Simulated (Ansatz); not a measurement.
Cartesian coordinates in Å:
```
C 0.799 0.225 1.183
N 0.619 -0.704 0.346
Ga -0.596 -0.396 -1.030
Cl -0.994 -1.868 -2.497
Cl -1.638 1.466 -1.177
H 1.510 0.070 2.005
H 0.300 1.206 1.171
```

Total charge 0; spin multiplicity 1.

(1) List the CAM-B3LYP/def2-TZVPP orbital energies in eV (the Gaussian-basis code of Ansatz). (An estimate is asked.)

Results:

(1) Computed: Occupied: -10141.17, -2764.53, -2764.48, -1252.73, -1110.05, -1109.94, -1109.91, -391.99, -280.88, -259.29, -259.24, -198.33, -198.28, -198.21, -198.19, -198.17, -198.15, -153.15, -106.65, -106.42, -106.34, -27.51, -26.64, -26.54, -26.35, -26.28, -25.94, -24.45, -24.01, -18.94, -15.90, -14.49, -13.23, -12.03, -11.87, -11.13, -11.00, -10.79, -10.59, -8.91. Lowest empty: -0.91, -0.26, 0.83, 2.46, 3.12, 3.36, 4.05, 4.23.
